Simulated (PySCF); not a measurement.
C4H3S, charge -1, singlet, at a GFN2-xTB geometry (in this run its highest filled SCF level lies above zero, so its values depend strongly on the basis, on diffuse functions most of all); SVWN5/3-21G (PySCF).

PySCF was given this input:
```python
from pyscf import gto, scf, dft

mol = gto.M(
    atom='''
S    -0.005375   -0.048157    1.218419
C     0.019862    1.307726   -0.163200
C    -0.016961   -1.175655   -0.087082
C     0.017210    0.812955   -1.371054
C    -0.004057   -0.620932   -1.325629
H     0.032994    2.305663    0.240934
H    -0.033413   -2.229529    0.160926
H    -0.009908   -1.250181   -2.214778
''',
    basis='3-21g',
    charge=-1,
    spin=0,
    verbose=4,
)

mf = dft.RKS(mol)
mf.xc = 'lda,vwn'
mf.grids.prune = None
mf.kernel()
```

Output, abridged:

```
PySCF version 2.14.0

[INPUT] verbose = 4
[INPUT] num. atoms = 8
[INPUT] num. electrons = 44
[INPUT] charge = -1
[INPUT] spin (= nelec alpha-beta = 2S) = 0
[INPUT] symmetry False subgroup None
[INPUT] Mole.unit = angstrom
[INPUT] Symbol           X                Y                Z      unit          X                Y                Z       unit  Magmom
[INPUT]  1 S     -0.005375000000  -0.048157000000   1.218419000000 AA   -0.010157277920  -0.091003540981   2.302478214966 Bohr   0.0
[INPUT]  2 C      0.019862000000   1.307726000000  -0.163200000000 AA    0.037533740286   2.471243985973  -0.308403303529 Bohr   0.0
[INPUT]  3 C     -0.016961000000  -1.175655000000  -0.087082000000 AA   -0.032051644799  -2.221665966976  -0.164561130379 Bohr   0.0
[INPUT]  4 C      0.017210000000   0.812955000000  -1.371054000000 AA    0.032522186604   1.536262301596  -2.590916561989 Bohr   0.0
[INPUT]  5 C     -0.004057000000  -0.620932000000  -1.325629000000 AA   -0.007666618887  -1.173391421978  -2.505075752781 Bohr   0.0
[INPUT]  6 H      0.032994000000   2.305663000000   0.240934000000 AA    0.062349623754   4.357071605543   0.455299274096 Bohr   0.0
[INPUT]  7 H     -0.033413000000  -2.229529000000   0.160926000000 AA   -0.063141419000  -4.213199196775   0.304106066322 Bohr   0.0
[INPUT]  8 H     -0.009908000000  -1.250181000000  -2.214778000000 AA   -0.018723406442  -2.362499696135  -4.185323846712 Bohr   0.0

nuclear repulsion = 188.720438737433
number of shells = 33
number of NR pGTOs = 96
number of NR cGTOs = 55
basis = 3-21g
ecp = {}

******** <class 'pyscf.dft.rks.RKS'> ********
method = RKS
initial guess = minao
damping factor = 0
level_shift factor = 0
DIIS = <class 'pyscf.scf.diis.CDIIS'>
diis_start_cycle = 1
diis_space = 8
diis_damp = 0
SCF conv_tol = 1e-09
SCF conv_tol_grad = None
SCF max_cycles = 50
direct_scf = True
direct_scf_tol = 1e-13
XC library pyscf.dft.libxc version 7.1.2
    S. Lehtola, C. Steigemann, M. J. T. Oliveira, and M. A. L. Marques,  SoftwareX 7, 1–5 (2018)
XC functionals = lda,vwn
    P. A. M. Dirac,  Math. Proc. Cambridge Philos. Soc. 26, 376 (1930)
    F. Bloch,  Z. Phys. 57, 545 (1929)
    S. H. Vosko, L. Wilk, and M. Nusair,  Can. J. Phys. 58, 1200 (1980)
radial grids:
    Treutler-Ahlrichs [JCP 102, 346 (1995); DOI:10.1063/1.469408] (M4) radial grids

becke partition: Becke, JCP 88, 2547 (1988); DOI:10.1063/1.454033
pruning grids: None
grids dens level: 3
symmetrized grids: False
atomic radii adjust function: <function treutler_atomic_radii_adjust>
small_rho_cutoff = 0
Set gradient conv threshold to 3.16228e-05
Initial guess from minao.
tot grids = 170624
init E= -547.012652297105
  HOMO = -0.253661309647849  LUMO = -0.103894921655656  gap/eV = 4.07535
cycle= 1 E= -546.623481214434  delta_E= 0.389  |g|= 0.615  |ddm|= 3.49
  HOMO = 0.191965109015281  LUMO = 0.255916497227858  gap/eV = 1.74021
cycle= 2 E= -545.70742169789  delta_E= 0.916  |g|= 1.61  |ddm|=  5.6
  HOMO = 0.0806284141052447  LUMO = 0.215712379517318  gap/eV = 3.67582
cycle= 3 E= -546.669353110852  delta_E= -0.962  |g|= 0.479  |ddm|= 5.33
  HOMO = 0.0666393764785664  LUMO = 0.17666626638716  gap/eV = 2.99398
cycle= 4 E= -546.739032410479  delta_E= -0.0697  |g|= 0.104  |ddm|= 0.802
  HOMO = 0.0743770718459555  LUMO = 0.174847260422849  gap/eV = 2.73393
cycle= 5 E= -546.737308079733  delta_E= 0.00172  |g|= 0.128  |ddm|= 0.364
  HOMO = 0.0748767541709263  LUMO = 0.179205320041099  gap/eV = 2.83892
cycle= 6 E= -546.74234872216  delta_E= -0.00504  |g|= 0.033  |ddm|= 0.194
  HOMO = 0.0743677335180677  LUMO = 0.178887817647987  gap/eV = 2.84414
cycle= 7 E= -546.742666384474  delta_E= -0.000318  |g|= 0.00655  |ddm|= 0.0522
  HOMO = 0.0739656634793233  LUMO = 0.178841788049469  gap/eV = 2.85382
cycle= 8 E= -546.742679099098  delta_E= -1.27e-05  |g|= 0.000546  |ddm|= 0.0117
  HOMO = 0.0740342003635357  LUMO = 0.178844759604831  gap/eV = 2.85204
cycle= 9 E= -546.742679181451  delta_E= -8.24e-08  |g|= 0.000298  |ddm|= 0.00134
  HOMO = 0.0740214313054683  LUMO = 0.178862427806186  gap/eV = 2.85287
cycle= 10 E= -546.742679203909  delta_E= -2.25e-08  |g|= 8.96e-05  |ddm|= 0.000558
  HOMO = 0.0740224247908623  LUMO = 0.178857025718697  gap/eV = 2.85269
cycle= 11 E= -546.742679206585  delta_E= -2.68e-09  |g|= 2.71e-06  |ddm|= 0.000156
  HOMO = 0.0740219349797275  LUMO = 0.178856715917524  gap/eV = 2.85270
cycle= 12 E= -546.742679206591  delta_E= -6.59e-12  |g|= 1.07e-06  |ddm|= 9.8e-06
  HOMO = 0.0740222569604545  LUMO = 0.178856857388363  gap/eV = 2.85269
Extra cycle  E= -546.742679206591  delta_E= 4.55e-13  |g|= 2.25e-06  |ddm|= 5.03e-06
converged SCF energy = -546.742679206591
```
